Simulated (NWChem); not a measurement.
System: P2H cation; SMILES P#[PH+]

The following NWChem deck was run.

```
start job
memory heap 200 mb stack 900 mb global 1100 mb
charge 1
geometry units angstroms noautoz
  P      0.000000     0.000000     1.040373
  P      0.000000     0.000000    -0.858441
  H      0.000000     0.000000    -2.295055
end
basis spherical
  * library 6-31g*
end
dft
  xc xtpss03 ctpss03
  iterations 150
  mulliken
end
task dft energy
```

Output (shortened):

```
             Northwest Computational Chemistry Package (NWChem) 7.3.0
             --------------------------------------------------------

 ORDER OF PRIMARY AXIS IS BEING SET TO 4
 C4V symmetry detected

                             Geometry "geometry" -> ""
                             -------------------------

 Output coordinates in angstroms (scale by  1.889725989 to convert to a.u.)

  No.       Tag          Charge          X              Y              Z
 ---- ---------------- ---------- -------------- -------------- --------------
    1 P                   15.0000     0.00000000     0.00000000     1.02637542
    2 P                   15.0000     0.00000000     0.00000000    -0.87243858
    3 H                    1.0000     0.00000000     0.00000000    -2.30905258

 Effective nuclear repulsion energy (a.u.)      70.6099250804

      Symmetry information
      --------------------

 Group name             C4v
 Group number             18
 Group order               8
 No. of unique centers     3

                                 NWChem DFT Module
                                 -----------------

 Summary of "ao basis" -> "ao basis" (spherical)
 ------------------------------------------------------------------------------
       Tag                 Description            Shells   Functions and Types
 ---------------- ------------------------------  ------  ---------------------
 P                           6-31g*                  8       18   4s3p1d
 H                           6-31g*                  2        2   2s

      Symmetry analysis of basis
      --------------------------

        a1         18
        a2          0
        b1          2
        b2          2
        e          16

            General Information
            -------------------
          SCF calculation type: DFT
          Wavefunction type:  closed shell.
          No. of atoms     :     3
          No. of electrons :    30
           Alpha electrons :    15
            Beta electrons :    15
          Charge           :     1
          Spin multiplicity:     1
          Use of symmetry is: on ; symmetry adaption is: on
          Maximum number of iterations: 150
          AO basis - number of functions:    38
                     number of shells:    18
          Convergence on energy requested:  1.00D-06
          Convergence on density requested:  1.00D-05
          Convergence on gradient requested:  5.00D-04

              XC Information
              --------------
                  TPSS metaGGA Exchange Functional  1.000
             TPSS03 metaGGA Correlation Functional  1.000

             Grid Information
             ----------------
          Grid used for XC integration:  medium
          Radial quadrature: Mura-Knowles
          Angular quadrature: Lebedev.
          Tag              B.-S. Rad. Rad. Pts. Rad. Cut. Ang. Pts.
          ---              ---------- --------- --------- ---------
          P                   1.00       88           9.0       590
          H                   0.35       45          10.0       434
          Grid pruning is: on
          Number of quadrature shells:   221
          Spatial weights used:  Erf1

      Superposition of Atomic Density Guess
      -------------------------------------

 Sum of atomic energies:        -681.75848627

 Renormalizing density from      31.00 to     30

      Non-variational initial energy
      ------------------------------

 Total energy =    -668.189149
 1-e energy   =   -1048.777573
 2-e energy   =     309.978499
 HOMO         =      -0.684230
 LUMO         =      -0.422952

      Symmetry analysis of molecular orbitals - initial
      -------------------------------------------------

 !! scf_movecs_sym_adapt:    4 vectors were symmetry contaminated

  Symmetry fudging

 !! scf_movecs_sym_adapt:    4 vectors were symmetry contaminated

  Numbering of irreducible representations:

     1 a1          2 a2          3 b1          4 b2          5 e

  Orbital symmetries:

     1 a1          2 a1          3 a1          4 a1          5 a1
     6 e           7 e           8 a1          9 e          10 e
    11 a1         12 a1         13 a1         14 e          15 e
    16 e          17 e          18 a1         19 a1         20 a1
    21 e          22 e          23 a1         24 e          25 e

     ---------------------------------------------
      Total Density - Mulliken Population Analysis
     ---------------------------------------------

    Atom       Charge   Shell Charges
 -----------   ------   -------------------------------------------------------
    1 P   15    14.64   2.00  2.00  6.00  1.51  2.06  0.44  0.54  0.08
    2 P   15    14.78   2.00  2.00  6.00  1.34  2.49  0.27  0.63  0.06
    3 H    1     0.57   0.30  0.27

   convergence    iter        energy       DeltaE   RMS-Dens  Diis-err
 ---------------- ----- ----------------- --------- --------- ---------
 d= 0,ls=0.0,diis     1   -682.8703327565 -7.53D+02  3.55D-02  7.37D-01
 d= 0,ls=0.0,diis     2   -682.7871668954  8.32D-02  4.57D-02  6.92D-01
 d= 0,ls=0.0,diis     3   -682.5597215507  2.27D-01  3.17D-02  1.68D+00
 d= 0,ls=0.0,diis     4   -682.9300876793 -3.70D-01  4.21D-03  2.59D-02
 d= 0,ls=0.0,diis     5   -682.9349279768 -4.84D-03  5.51D-04  4.51D-04
  Resetting Diis
 d= 0,ls=0.0,diis     6   -682.9350019574 -7.40D-05  1.93D-04  9.04D-05
 d= 0,ls=0.0,diis     7   -682.9350201811 -1.82D-05  2.89D-04  5.13D-06
 d= 0,ls=0.0,diis     8   -682.9349958035  2.44D-05  2.43D-04  1.27D-04
 d= 0,ls=0.0,diis     9   -682.9350211927 -2.54D-05  3.64D-06  1.02D-08
 d= 0,ls=0.0,diis    10   -682.9350211951 -2.43D-09  3.58D-07  1.15D-10

         Total DFT energy =     -682.935021195125
      One electron energy =    -1076.142863132171
           Coulomb energy =      369.148743792683
    Exchange-Corr. energy =      -46.550826935988
 Nuclear repulsion energy =       70.609925080352

 Numeric. integr. density =       30.000005601997

                  Occupations of the irreducible representations
                  ----------------------------------------------

                     irrep           alpha         beta
                     --------     --------     --------
                     a1                9.0          9.0
                     a2                0.0          0.0
                     b1                0.0          0.0
                     b2                0.0          0.0
                     e                 6.0          6.0

                       DFT Final Molecular Orbital Analysis
                       ------------------------------------

 Vector   13  Occ=2.000000D+00  E=-5.954224D-01  Symmetry=a1
              MO Center=  1.5D-16, -6.2D-17,  4.9D-01, r^2= 2.9D+00
   Bfn.  Coefficient  Atom+Function         Bfn.  Coefficient  Atom+Function
  ----- ------------  ---------------      ----- ------------  ---------------
     6      0.424876  1 P  s                  9      0.425896  1 P  pz
    27     -0.366865  2 P  pz                10      0.361287  1 P  s
    24     -0.223910  2 P  s                 28     -0.202646  2 P  s
     2     -0.185345  1 P  s                 37      0.183935  3 H  s
    38      0.175592  3 H  s                  5     -0.168720  1 P  pz

 Vector   14  Occ=2.000000D+00  E=-5.185974D-01  Symmetry=e
              MO Center= -1.8D-16,  1.7D-17, -2.8D-02, r^2= 2.2D+00
   Bfn.  Coefficient  Atom+Function         Bfn.  Coefficient  Atom+Function
  ----- ------------  ---------------      ----- ------------  ---------------
    26      0.404224  2 P  py                 8      0.366655  1 P  py
    25     -0.343456  2 P  px                 7     -0.311535  1 P  px
    30      0.165034  2 P  py                22     -0.149269  2 P  py
    29     -0.140224  2 P  px                 4     -0.134948  1 P  py
    21      0.126829  2 P  px                12      0.123532  1 P  py

 Vector   15  Occ=2.000000D+00  E=-5.185974D-01  Symmetry=e
              MO Center= -8.9D-17, -5.7D-16, -2.8D-02, r^2= 2.2D+00
   Bfn.  Coefficient  Atom+Function         Bfn.  Coefficient  Atom+Function
  ----- ------------  ---------------      ----- ------------  ---------------
    25      0.404224  2 P  px                 7      0.366655  1 P  px
    26      0.343456  2 P  py                 8      0.311535  1 P  py
    29      0.165034  2 P  px                21     -0.149269  2 P  px
    30      0.140224  2 P  py                 3     -0.134948  1 P  px
    22     -0.126829  2 P  py                11      0.123532  1 P  px

 Vector   16  Occ=0.000000D+00  E=-3.756317D-01  Symmetry=e
              MO Center= -1.6D-16, -1.1D-16,  1.5D-01, r^2= 3.0D+00
   Bfn.  Coefficient  Atom+Function         Bfn.  Coefficient  Atom+Function
  ----- ------------  ---------------      ----- ------------  ---------------
     8      0.482473  1 P  py                26     -0.432413  2 P  py
     7      0.334609  1 P  px                12      0.320074  1 P  py
    30     -0.312593  2 P  py                25     -0.299891  2 P  px
    11      0.221981  1 P  px                29     -0.216792  2 P  px
     4     -0.169120  1 P  py                22      0.152004  2 P  py

 Vector   17  Occ=0.000000D+00  E=-3.756317D-01  Symmetry=e
              MO Center= -7.0D-17,  1.2D-16,  1.5D-01, r^2= 3.0D+00
   Bfn.  Coefficient  Atom+Function         Bfn.  Coefficient  Atom+Function
  ----- ------------  ---------------      ----- ------------  ---------------
     7      0.482473  1 P  px                25     -0.432413  2 P  px
     8     -0.334609  1 P  py                11      0.320074  1 P  px
    29     -0.312593  2 P  px                26      0.299891  2 P  py
    12     -0.221981  1 P  py                30      0.216792  2 P  py
     3     -0.169120  1 P  px                21      0.152004  2 P  px

 Vector   18  Occ=0.000000D+00  E=-3.439590D-01  Symmetry=a1
              MO Center= -2.7D-17, -2.2D-18, -7.2D-01, r^2= 3.5D+00
   Bfn.  Coefficient  Atom+Function         Bfn.  Coefficient  Atom+Function
  ----- ------------  ---------------      ----- ------------  ---------------
    28      1.013848  2 P  s                 38     -0.675148  3 H  s
     9      0.542520  1 P  pz                13      0.408668  1 P  pz
    24      0.341993  2 P  s                 10     -0.294100  1 P  s
    37     -0.295069  3 H  s                  6     -0.193101  1 P  s
    34     -0.182026  2 P  d  0               5     -0.180650  1 P  pz

     ---------------------------------------------
      Total Density - Mulliken Population Analysis
     ---------------------------------------------

    Atom       Charge   Shell Charges
 -----------   ------   -------------------------------------------------------
    1 P   15    14.48   2.00  2.00  5.96  1.42  2.00  0.54  0.49  0.07
    2 P   15    14.73   2.00  2.00  5.97  1.23  2.46  0.33  0.69  0.05
    3 H    1     0.79   0.45  0.34

     -------------------------------------------
      Total Density - Lowdin Population Analysis
     -------------------------------------------

    Atom       Charge   Shell Charges
 -----------   ------   -------------------------------------------------------
    1 P   15    14.52   2.00  2.00  5.87  1.13  1.81  0.59  1.03  0.09
    2 P   15    14.67   2.00  1.99  5.89  0.93  2.17  0.44  1.19  0.06
    3 H    1     0.81   0.42  0.39

     Multipole analysis of the density
     ---------------------------------

     L   x y z        total         alpha         beta         nuclear
     -   - - -        -----         -----         ----         -------
     0   0 0 0      1.000000    -15.000000    -15.000000     31.000000

     1   1 0 0      0.000000      0.000000      0.000000      0.000000
     1   0 1 0     -0.000000     -0.000000     -0.000000      0.000000
     1   0 0 1     -0.652477     -0.326238     -0.326238     -0.000000

     2   2 0 0    -17.051584     -8.525792     -8.525792      0.000000
     2   1 1 0     -0.000000     -0.000000     -0.000000      0.000000
     2   1 0 1      0.000000      0.000000      0.000000      0.000000
     2   0 2 0    -17.051584     -8.525792     -8.525792      0.000000
     2   0 1 1      0.000000      0.000000      0.000000      0.000000
     2   0 0 2     -7.421438    -61.830965    -61.830965    116.240491
```

Level: TPSS/6-31G* (spherical d). The geometry was optimised at PBE-D3(BJ)/def2-SVP.
